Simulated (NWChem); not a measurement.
**Basis-set convergence for iminoborane (H₂BN)**

```xyz
4

B      0.0000     0.0000    -0.7011
N      0.0000     0.0000     0.5488
H      0.0000     0.0000    -1.8910
H      0.0000     0.0000     1.5544
```
Charge 0, spin multiplicity 1.

All runs are NWChem calculations. All single points use one geometry, from PBE/def2-SVP, a minimum by its harmonic frequencies.

Quantity: vertical ionisation energy at the level ΔPBE0 (Δ: difference of total energies, the cation a doublet at the parent's geometry with its hole in an orbital of symmetry b1 (C2v labels); it is the state that the SCF runs reached, from PBE0 orbitals for Hartree-Fock references, and need not be the lowest).

The Pople sets run with spherical d functions. No SCF solution was tested for a lower state.

The cost column gives rough processor time relative to 3-21G; each entry includes its own SCF.

| basis | functions | vertical ionisation energy (eV) | relative cost |
|---|---|---|---|
| 3-21G | 22 | 11.24 | 1 |
| cc-pVDZ | 38 | … | under 3 |
| 6-31+G* | 40 | 11.19 | under 3 |
| def2-SVPD | 56 | … | under 3 |
| 6-311++G** | 58 | 11.23 | under 3 |
| aug-pcseg-1 | 64 | … | under 3 |
| def2-TZVP | 74 | 11.20 | under 3 |
| pcseg-2 | 88 | 11.21 | 4 |
| cc-pVTZ | 88 | 11.18 | 4 |
| def2-QZVP | 174 | 11.20 | 30 |

What belongs in the gaps?


- cc-pVDZ, vertical ionisation energy (eV): 11.12
- def2-SVPD, vertical ionisation energy (eV): 11.28
- aug-pcseg-1, vertical ionisation energy (eV): 11.26
